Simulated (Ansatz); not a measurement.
Cartesian coordinates in Å:
```
C 1.344 -0.167 2.380
C 0.181 -0.432 1.790
Si -0.185 -0.043 0.005
N -1.403 1.169 -0.008
C -0.850 -1.544 -0.877
C -2.142 -1.735 -1.131
C 1.405 0.457 -0.839
C 1.652 1.696 -1.254
H 1.535 -0.404 3.424
H 2.160 0.305 1.839
H -0.599 -0.910 2.383
H -1.423 1.873 0.710
H -1.802 1.503 -0.870
H -0.147 -2.311 -1.205
H -2.888 -1.007 -0.824
H -2.510 -2.618 -1.647
H 2.172 -0.299 -1.014
H 2.577 1.975 -1.751
H 0.924 2.492 -1.112
```

The species carries charge 0 and has multiplicity 1.

Q: List the B3LYP/def2-TZVPP orbital energies in eV (Ansatz 0.2.0). (Estimate.)

A: Computed: Occupied: -1798.59, -388.76, -276.87, -276.84, -276.78, -276.40, -276.36, -276.34, -143.08, -98.41, -98.39, -98.38, -23.00, -20.85, -20.56, -20.53, -16.26, -15.45, -15.19, -13.72, -13.35, -12.57, -12.45, -11.96, -11.35, -10.99, -10.75, -9.50, -8.56, -8.45, -7.71, -7.47, -7.36, -7.02. Lowest empty: -0.87, -0.42, 0.26, 0.85, 1.61, 1.90, 2.00, 2.32.

B3LYP here is the variant with VWN-RPA as its local correlation; programs differ in this.
